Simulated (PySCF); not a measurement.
H₅NSi₂, neutral, multiplicity 1. Atoms are numbered in the order given.

```xyz
8

Si    -0.7682     0.7984     0.0000
N      0.7555     1.5824     0.0000
H      0.8225     2.5914     0.0000
H      1.6689     1.1487     0.0000
Si     0.1411    -1.4375     0.0000
H      1.6381    -1.4626     0.0000
H     -0.3190    -2.2038    -1.1948
H     -0.3190    -2.2038     1.1948
```

Coordinates come from a r2SCAN-D4/def2-TZVP optimisation. Other conformers were not sampled.

All values below come from HF/def2-TZVPD (PySCF).

Symmetry labels are those of the subgroup Cs that the program uses (full group Cs).

Computed valence orbital energies around the gap with their symmetry:
```csv
orbital,symmetry,energy (eV)
HOMO−7,A',-19.89
HOMO−6,A',-18.63
HOMO−5,A',-18.03
HOMO−4,A',-13.04
HOMO−3,A",-12.92
HOMO−2,A',-12.26
HOMO−1,A",-11.97
HOMO,A',-8.26
LUMO,A",1.13
LUMO+1,A',1.82
LUMO+2,A',2.12
LUMO+3,A',2.42
```
